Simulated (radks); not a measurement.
All-electron atom: Ar4+ in [Ne] 3s2 3p2. Method: non-relativistic Kohn-Sham, SCAN, spin-polarised, spherical densities, point nucleus; open shells are filled with parallel spins first; meta-GGA in the generalised Kohn-Sham scheme; computed with a radial shooting solver on a logarithmic mesh with Libxc functionals.

Local quantities along the radius. ELF = 1/(1 + alpha^2) is the electron localisation function; alpha = (tau - tau_W)/tau_unif compares the Pauli kinetic energy density with that of the uniform gas (summed over spins).

| r (bohr) | ELF | alpha |
|---|---|---|
| 0.002797 | 1.000 | 0.01078 |
| 0.003154 | 1.000 | 0.01097 |
| 0.003556 | 1.000 | 0.01118 |
| 0.004009 | 1.000 | 0.01143 |
| 0.004521 | 1.000 | 0.01171 |
| 0.005056 | 1.000 | 0.01202 |
| 0.005701 | 1.000 | 0.01240 |
| 0.006428 | 1.000 | 0.01285 |
| 0.007247 | 1.000 | 0.01337 |
| 0.008171 | 1.000 | 0.01399 |
| 0.009213 | 1.000 | 0.01472 |
| 0.01039 | 1.000 | 0.01558 |
| 0.01171 | 1.000 | 0.01663 |
| 0.01321 | 1.000 | 0.01789 |
| 0.01477 | 1.000 | 0.01931 |
| 0.01665 | 1.000 | 0.02119 |
| 0.01878 | 0.999 | 0.02352 |
| 0.02117 | 0.999 | 0.02647 |
| 0.02387 | 0.999 | 0.03026 |
| 0.02691 | 0.999 | 0.03518 |
| 0.03035 | 0.998 | 0.04170 |
| 0.03421 | 0.997 | 0.05051 |
| 0.03858 | 0.996 | 0.06268 |
| 0.04315 | 0.994 | 0.07853 |
| 0.04865 | 0.990 | 0.1028 |
| 0.05485 | 0.981 | 0.1388 |
| 0.06185 | 0.964 | 0.1935 |
| 0.06973 | 0.928 | 0.2779 |
| 0.07862 | 0.857 | 0.4092 |
| 0.08864 | 0.729 | 0.6097 |
| 0.09995 | 0.546 | 0.9127 |
| 0.1127 | 0.379 | 1.280 |
| 0.126 | 0.277 | 1.616 |
| 0.1421 | 0.236 | 1.801 |
| 0.1602 | 0.260 | 1.685 |
| 0.1807 | 0.351 | 1.359 |
| 0.2037 | 0.491 | 1.017 |
| 0.2297 | 0.648 | 0.7368 |
| 0.259 | 0.759 | 0.5631 |
| 0.292 | 0.825 | 0.4612 |
| 0.3292 | 0.857 | 0.4092 |
| 0.3682 | 0.864 | 0.3971 |
| 0.4151 | 0.846 | 0.4270 |
| 0.4681 | 0.782 | 0.5287 |
| 0.5278 | 0.610 | 0.7991 |
| 0.595 | 0.341 | 1.389 |
| 0.6709 | 0.150 | 2.377 |
| 0.7564 | 0.105 | 2.925 |
| 0.8529 | 0.178 | 2.148 |
| 0.9616 | 0.423 | 1.169 |
| 1.076 | 0.705 | 0.6474 |
| 1.213 | 0.856 | 0.4097 |
| 1.367 | 0.892 | 0.3476 |
| 1.542 | 0.886 | 0.3595 |
| 1.738 | 0.844 | 0.4298 |
| 1.96 | 0.750 | 0.5770 |
| 2.21 | 0.566 | 0.8758 |
| 2.491 | 0.321 | 1.455 |
| 2.809 | 0.115 | 2.773 |
| 3.142 | 0.030 | 5.653 |
| 3.543 | 0.005 | 13.80 |
| 3.994 | 0.001 | 39.03 |
| 4.504 | 0.000 | 129.9 |

On this mesh the ELF has minima near r = 0.14, 0.76 bohr, which separate the shells, and maxima near 0.37 (0.86), 1.4 (0.89).
